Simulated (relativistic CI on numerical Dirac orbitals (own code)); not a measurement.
Pd XXXII: computed level list

These numbers are calculated, not measured: Dirac-Coulomb-Breit CI, KLI orbitals optimised for each configuration, model QED, unscaled Slater integrals (own radial code, finite nucleus).

Configuration list (outside the closed core [Ne]): 3s²3p³, 3s3p⁴, 3s²3p²3d, 3p⁵, 3s3p³3d, 3p⁴3d, 3s3p²3d², 3s²3p3d4p, 3p⁴4s, 3s3p²3d4s, 3p⁴4p, 3s²3p²4s, 3s²3p3d², 3s²3d³, 3s3p3d³, 3s²3d²4s, 3p³3d², 3p²3d³, 3p²3d²4s, 3s²3p3d4s, 3s3p3d²4s, 3s²3d4s², 3s3p²3d4p, 3s3p3d²4p, 3p²3d²4p, 3s3p3d4s4p. Double excitations out of closed p, d and f shells are left out; levels of such configurations are missing from the list, as are those of other unlisted configurations, and high levels can miss mixing partners.

The lowest level is 3s²3p³ ⁴S°3/2, with 39 % of that term; Hund's rules for 3s²3p³ give ⁴S° with J = 3/2, in agreement.

| No. | Configuration | Term | J | E (eV) | % | Next component (%) | Lifetime (s) | jj configuration (%) |
| --- | --- | --- | --- | --- | --- | --- | --- | --- |
| 1 | 3s²3p³ | ⁴S° | 3/2 | 0.000 | 39 | 38 ²P° |  | 3p3/2 (95) |
| 2 | 3s²3p³ | ²D° | 3/2 | 31.005 | 49 | 46 ⁴S° | 2.97e-06 | 3p1/2 3p3/2^2 (95) |
| 3 | 3s²3p³ | ²D° | 5/2 | 37.673 | 98 | 1 3s3p³3d ²D° | 1.52e-05 | 3p1/2 3p3/2^2 (98) |
| 4 | 3s²3p³ | ²P° | 1/2 | 45.819 | 98 | 1 3s²3p3d² ²P° | 2.82e-06 | 3p1/2 3p3/2^2 (98) |
| 5 | 3s²3p³ | ²P° | 3/2 | 77.211 | 56 | 28 ²D° | 1.05e-06 | 3p3/2^3 (96) |
| 6 | 3s3p⁴ | ⁴P | 5/2 | 111.339 | 71 | 14 ²D | 1.28e-10 | 3s 3p3/2^2 (82) |
| 7 | 3s²3p²3d | ⁴F | 3/2 | 119.524 | 24 | 22 ²D | 2.09e-10 | 3p1/2^2 3d3/2 (65) |
| 8 | 3s3p⁴ | ⁴P | 1/2 | 129.001 | 50 | 34 ²S | 3.29e-11 | 3s 3p3/2^2 (73) |
| 9 | 3s3p⁴ | ⁴P | 3/2 | 132.813 | 36 | 27 3s²3p²3d ⁴F | 2.54e-11 | 3s 3p3/2^2 (35) |
| 10 | 3s²3p²3d | ⁴F | 5/2 | 138.264 | 36 | 26 ⁴D | 3.35e-11 | 3p1/2^2 3d5/2 (75) |
| 11 | 3s3p⁴ | ⁴P | 3/2 | 147.702 | 32 | 27 ²D | 4.55e-11 | 3s 3p1/2 3p3/2^3 (56) |
| 12 | 3s3p⁴ | ²D | 5/2 | 152.296 | 24 | 22 3s²3p²3d ²F | 3.06e-10 | 3p1/2 3p3/2 3d3/2 (61) |
| 13 | 3s²3p²3d | ²P | 3/2 | 152.427 | 38 | 25 ⁴F | 2.38e-10 | 3p1/2 3p3/2 3d3/2 (79) |
| 14 | 3s²3p²3d | ⁴D | 1/2 | 153.466 | 62 | 21 ²P | 1.32e-10 | 3p1/2 3p3/2 3d3/2 (87) |
| 15 | 3s²3p²3d | ²F | 5/2 | 156.073 | 39 | 26 3s3p⁴ ²D | 1.36e-10 | 3s 3p1/2 3p3/2^3 (33) |
| 16 | 3s²3p²3d | ⁴F | 7/2 | 159.172 | 50 | 26 ²G | 2.51e-09 | 3p1/2 3p3/2 3d3/2 (76) |
| 17 | 3s²3p²3d | ⁴D | 7/2 | 162.086 | 49 | 26 ²F | 3.86e-08 | 3p1/2 3p3/2 3d5/2 (92) |
| 18 | 3s²3p²3d | ⁴D | 1/2 | 168.284 | 26 | 24 3s3p⁴ ²P | 1.13e-11 | 3s 3p1/2 3p3/2^3 (38) |
| 19 | 3s²3p²3d | ⁴F | 9/2 | 168.541 | 56 | 43 ²G | 1.18e-04 | 3p1/2 3p3/2 3d5/2 (93) |
| 20 | 3s²3p²3d | ⁴D | 3/2 | 169.859 | 42 | 18 3s3p⁴ ²D | 1.91e-11 | 3p1/2 3p3/2 3d5/2 (39) |
| 21 | 3s²3p²3d | ⁴P | 5/2 | 171.709 | 26 | 22 ²F | 8.48e-12 | 3p1/2 3p3/2 3d5/2 (61) |
| 22 | 3s²3p²3d | ²D | 3/2 | 178.654 | 23 | 22 3s3p⁴ ²P | 2.50e-12 | 3p1/2 3p3/2 3d3/2 (57) |
| 23 | 3s²3p²3d | ⁴D | 5/2 | 179.942 | 31 | 26 ⁴P | 4.18e-12 | 3p1/2 3p3/2 3d3/2 (42) |
| 24 | 3s²3p²3d | ²G | 7/2 | 180.717 | 52 | 21 ²F | 2.35e-11 | 3p1/2 3p3/2 3d5/2 (64) |
| 25 | 3s²3p²3d | ⁴P | 1/2 | 181.835 | 42 | 22 ²S | 3.17e-12 | 3p1/2 3p3/2 3d3/2 (70) |
| 26 | 3s²3p²3d | ²P | 3/2 | 186.423 | 35 | 33 3s3p⁴ ²P | 3.85e-12 | 3p1/2 3p3/2 3d5/2 (47) |
| 27 | 3s²3p²3d | ²D | 3/2 | 189.055 | 67 | 9 ⁴P | 1.02e-11 | 3p1/2 3p3/2 3d5/2 (55) |
| 28 | 3s²3p²3d | ²D | 5/2 | 190.107 | 50 | 33 ²F | 3.79e-12 | 3p1/2 3p3/2 3d5/2 (60) |
| 29 | 3s²3p²3d | ²P | 1/2 | 192.652 | 58 | 22 3s3p⁴ ²S | 9.11e-12 | 3p3/2^2 3d5/2 (28) |
| 30 | 3s²3p²3d | ²F | 7/2 | 200.837 | 48 | 39 ⁴D | 2.08e-10 | 3p3/2^2 3d5/2 (96) |

Energies count from the lowest computed level; ° marks odd parity; lifetimes are radiative, by E1, M1, E2, M2, E3 decay to levels of this space only. Filled j subshells are mostly left out of the jj labels.

The mean weight of the leading LS term, summed over parents, in these 30 levels is 47 %, and that of the leading jj configuration (from the same eigenvectors) 68 %, so jj coupling describes them better and the LS labels are nominal.

At this charge energies of transitions that change n are usually good to better than 1 %, and those within a shell (Δn = 0) to a few per cent.

LS names give the leading component of a level, which can be under half, so a name can repeat, a term be missing and a line seem to break the LS rules.
